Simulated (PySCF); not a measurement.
PySCF input file for C2Si, SMILES [C][C][Si] (connectivity only; charge and spin as stated), neutral, multiplicity 1, PBE0-D3(BJ)/def2-TZVP. Geometry optimised at PBE0-D3(BJ)/def2-TZVP. A frequency run showed that this geometry is not a minimum.

```python
import numpy as np
from pyscf import gto, scf, dft, df
from pyscf.hessian import thermo

mol = gto.M(
    atom='''
    Si    0.00000000    0.00000000    1.07466194
    C     0.00000000    0.00000000   -0.61485419
    C     0.00000000    0.00000000   -1.89269034
    ''',
    basis='def2-TZVP',
    charge=0,
    spin=0,
    max_memory=1600,
    verbose=3,
)
mf = dft.RKS(mol, xc='pbe0').density_fit(auxbasis='def2-universal-jkfit')
mf.disp = 'd3bj'
mf.grids.level = 3
mf.conv_tol = 1e-11
mf.max_cycle = 100
mf.kernel()

# analytic Hessian; the response equations are solved on a coarser grid
h, args, fine = mf.Hessian(), (mf.mo_energy, mf.mo_coeff, mf.mo_occ), mf.grids
h.max_memory = max(150, 2.5e-5 * df.make_auxmol(mol, mf.with_df.auxbasis).nao * mol.nelec[0] * (mol.nelec[0] + mol.nao))  # MB; small integral blocks
h1ao = h.make_h1(mf.mo_coeff, mf.mo_occ)
mf.grids = dft.Grids(mol).set(level=1).build(with_non0tab=True)
mo1, mo_e1 = h.solve_mo1(*args, h1ao)
mf.grids = fine
hess = h.hess_elec(*args, mo1, mo_e1, h1ao) + h.hess_nuc()
if mf.do_disp():
    hess += h.get_dispersion()
for i in range(mol.natm):  # the analytic DFT Hessian lacks the response of the grid: restore translational invariance
    hess[i, i] -= hess[i].sum(axis=0)
hess = (hess + hess.transpose(1, 0, 3, 2)) / 2
vib = thermo.harmonic_analysis(mol, hess, imaginary_freq=False)
thermo.dump_normal_mode(mol, vib)
th = thermo.thermo(mf, vib['freq_au'][vib['freq_au'] > 0], 298.15, 101325)
thermo.dump_thermo(mol, th)
g0 = mf.nuc_grad_method().set(verbose=0).kernel()

# dipole derivatives [dipole axis, atom, xyz] from the same response
r, irp = mol.intor('int1e_r'), mol.intor('int1e_irp').reshape(3, 3, mol.nao, mol.nao)
sl, dm0, ok = mol.aoslice_by_atom(), np.array(mf.make_rdm1()), []
dmu = np.einsum('a,xt->xat', mol.atom_charges(), np.eye(3))
for a, (_, _, p0, p1) in enumerate(sl):
    dmu[:, a] += 2 * np.einsum('xtij,ij->xt', irp[:, :, :, p0:p1], dm0.reshape(-1, mol.nao, mol.nao).sum(0)[:, p0:p1])
    for u, c, occ, f in [(mo1, mf.mo_coeff, mf.mo_occ, 4)]:
        dmu[:, a] -= f * np.einsum('tui,xuv,vi->xt', u[a], r, c[:, occ > 0], optimize=True)
L = vib['norm_mode']
ir = 974.8801 * (np.einsum('xat,kat->kx', dmu, L) ** 2).sum(1)       # km/mol
apt = np.einsum('xax->a', dmu) / 3

# polarisability derivatives from nuclear gradients in small electric fields
h0, F = mf.get_hcore(), 0.005
def in_field(f, guess):
    m = mf.copy()
    m.verbose, m.conv_tol, m.conv_tol_grad = 0, 1e-11, 2e-7
    m.get_hcore = lambda *a: h0 + np.einsum('x,xij->ij', f, r)
    m.kernel(guess)
    ok.append(m.converged)
    dm = np.array(m.make_rdm1())
    g = m.nuc_grad_method().kernel() - np.outer(mol.atom_charges(), f)
    for a, (_, _, p0, p1) in enumerate(sl):
        g[a] -= 2 * np.einsum('x,xtij,ij->t', f, irp[:, :, :, p0:p1], dm[:, p0:p1])
    return g, -np.einsum('xij,ij->x', r, dm), dm
E = np.eye(3) * F
g0, _, dm0 = in_field(np.zeros(3), dm0)
gp = [in_field(e, dm0) for e in E]
gm = [in_field(-e, 2 * dm0 - p[2]) for e, p in zip(E, gp)]
alpha = np.array([(p[1] - q[1]) / (2 * F) for p, q in zip(gp, gm)])  # bohr^3
check = abs(np.array([-(p[0] - q[0]) / (2 * F) for p, q in zip(gp, gm)]) - dmu).max()
print('static polarisability / bohr^3:', alpha.round(3))
print('largest difference of analytic and finite-field dipole derivatives / e:', check)
da = np.zeros((3, 3, mol.natm, 3))
for x in range(3):
    da[x, x] = -(gp[x][0] + gm[x][0] - 2 * g0) / F**2
for x, y in ((0, 1), (0, 2), (1, 2)):
    up, down = in_field(E[x] + E[y], gp[x][2] + gp[y][2] - dm0), in_field(-E[x] - E[y], gm[x][2] + gm[y][2] - dm0)
    both = -(up[0] + down[0] - 2 * g0) / F**2
    da[x, y] = da[y, x] = (both - da[x, x] - da[y, y]) / 2
aq = np.einsum('xyat,kat->kxy', da, L) * 0.529177210903**2           # A^2/amu^1/2
a = np.einsum('kxx->k', aq) / 3
g2 = 1.5 * (aq**2).sum((1, 2)) - 4.5 * a**2
raman, depol = 45 * a**2 + 7 * g2, 3 * g2 / (45 * a**2 + 4 * g2 + 1e-12)
print('mode   freq/cm-1   IR/(km/mol)   Raman/(A^4/amu)   depolarisation')
for k, w in enumerate(vib['freq_wavenumber']):
    print(f'{k + 1:4d} {w:11.2f} {ir[k]:13.3f} {raman[k]:17.3f} {depol[k]:16.3f}')
print('max |gradient| / (hartree/bohr):', abs(g0).max())
print('APT charges:', apt.round(4))
```

It prints:

```
converged SCF energy = -365.332100876709

WARN: DFTD3 does not support analytical Hessian, using finite difference


WARN: Mole.unit (angstrom) is changed to Bohr

Mode                                 0                   1                   2
Irrep
Freq [cm^-1]                      -73.6160            -73.6160            807.2283
Reduced mass [au]                  12.4124             12.4124             16.1209
Force const [Dyne/A]               -0.0396             -0.0396              6.1892
Char temp [K]                    -105.9171           -105.9171           1161.4217
Normal mode                   x     y     z       x     y     z       x     y     z
       0  Si                -0.00  0.04 -0.00    0.04  0.00 -0.00   -0.00 -0.00 -0.13
       1   C                 0.00 -0.24  0.00   -0.24 -0.00  0.00    0.00  0.00  0.11
       2   C                -0.00  0.14  0.00    0.14  0.00  0.00   -0.00 -0.00  0.18
Mode                                 3
Irrep
Freq [cm^-1]                     1943.1310
Reduced mass [au]                  12.1190
Force const [Dyne/A]               26.9600
Char temp [K]                    2795.7329
Normal mode                   x     y     z
       0  Si                 0.00  0.00  0.02
       1   C                -0.00 -0.00 -0.23
       2   C                 0.00  0.00  0.17
temperature 298.1500 [K]
pressure 101325.00 [Pa]
Rotational constants [GHz] inf 6.31703 6.31703
Symmetry number 1
Zero-point energy (ZPE) 0.00627 [Eh]   16450.802 [J/mol]
                           tot       elec      trans        rot        vib
Entropy [J/mol/K]       224.510      0.000    158.050     65.610      0.850
Cv [J/mol/K]             23.521      0.000     12.472      8.314      2.735
Cp [J/mol/K]             31.836      0.000     20.786      8.314      2.735
Internal energy [J/mol]                      3718.434   2478.956  16653.209
Internal energy [Eh]   -365.32340  -365.33210
Enthalpy [J/mol]                             6197.391   2478.956  16653.209
Enthalpy [Eh]          -365.32245
Gibbs free energy [J/mol]                  -40925.260 -17082.635  16399.664
Gibbs free energy [Eh] -365.34795
static polarisability / bohr^3: [[36.666 -0.     0.   ]
 [ 0.    36.666  0.   ]
 [-0.    -0.    78.579]]
largest difference of analytic and finite-field dipole derivatives / e: 0.00029514048845324936
mode   freq/cm-1   IR/(km/mol)   Raman/(A^4/amu)   depolarisation
   1      -73.62         1.579             0.571            0.750
   2      -73.62         1.579             0.571            0.750
   3      807.23        47.893            89.297            0.283
   4     1943.13       736.442            20.052            0.167
max |gradient| / (hartree/bohr): 6.523342807499021e-05
APT charges: [ 0.6543 -0.8703  0.216 ]
```

The calculation finished and met its thresholds. The end point has an imaginary mode, so it is no minimum.
